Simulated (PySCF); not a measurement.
C2H6N, SMILES [CH2]CN, multiplicity 2. Geometry: B3LYP-D3(BJ)/def2-TZVP. The isomer is the one that the SMILES or the coordinates give; other isomers of the formula were not compared. Other conformers were not sampled.

Computed with PySCF with B3LYP-D3(BJ)/def2-TZVP.

Harmonic wavenumbers (cm⁻¹): 225, 277, 422, 515, 820, 848, 949, 1089, 1110, 1157, 1314, 1403, 1455, 1483, 1656, 2923, 2928, 3148, 3254, 3486, 3566. Rotational constants (GHz): 37.02, 9.549, 8.231; symmetry number 1.

Work out the zero-point energy and the ideal-gas rigid-rotor harmonic-oscillator thermochemistry at 298.15 K and 1 atm.

ZPE = ½ Σ hcν = ½ × 34027 cm⁻¹ = 48.64 kcal/mol. H − E(el) = 52.12 kcal/mol. Entropy in cal/(mol K): translation 37.28, rotation 22.23, vibration 5.71, spin 1.38, total 66.59. G − E(el) = 32.26 kcal/mol. Cp = 16.99 cal/(mol K).
